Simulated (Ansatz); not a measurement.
Reaction (cleavage of the Sn–Si bond): `[SiH3][Sn]([Cl])([Cl])[Cl]` + HBr → `[Cl][Sn]([Cl])([Cl])[Br]` + SiH₄

Computed with Ansatz on PBE0-D4/def2-TZVP structures; ΔE is electronic, products minus reactants. CCSD(T)/CBS adds triple-zeta CCSD(T) − MP2 to the extrapolated MP2 energy (def2 sets, frozen cores). This one scheme is used for every species. DFT in def2-TZVPP. Elements past krypton have def2 core potentials. For Br, Sn outer-core shells are correlated without core-valence functions, which leaves a few kJ/mol of doubt a bond. Scalar relativity is left out up to krypton.

```
             level  ΔE (kJ/mol)
         revPBE-D4        -39.9
          PBE-QIDH        -47.6
     HF/def2-TZVPP        -64.4
SCS-MP2/def2-QZVPP        -54.5
```

Problem. What does CCSD(T)/CBS give? (Estimate.)

Solution. The calculation gave: -50.0 kJ/mol. The listed levels differ from it by 10.1, 2.4, -14.4, -4.5 kJ/mol.

Problem. What do rigid-rotor, harmonic-oscillator terms from PBE0-D4/def2-TZVP frequencies (298.15 K, 1 bar) make of the CCSD(T)/CBS value? (An estimate is asked.)

Solution. The calculation gave: ΔZPE = +3.0 kJ/mol, ΔH = -49.2 kJ/mol, ΔS = -18 J/(mol·K), ΔG = -43.7 kJ/mol.

Largest T1 diagnostic among the species: 0.011.

From PBE to PBE0 (25 % exact exchange), in def2-TZVPP and without D4, ΔE moves by −4.3 kJ/mol. Leaving LDA and LC-ωPBE aside and taking each functional with its dispersion term where it has one, the values, not all of them listed here, spread over 15.4 kJ/mol, from BHLYP-D4 to PBE-D4. LDA lies +6.0 kJ/mol from PBE without D4.
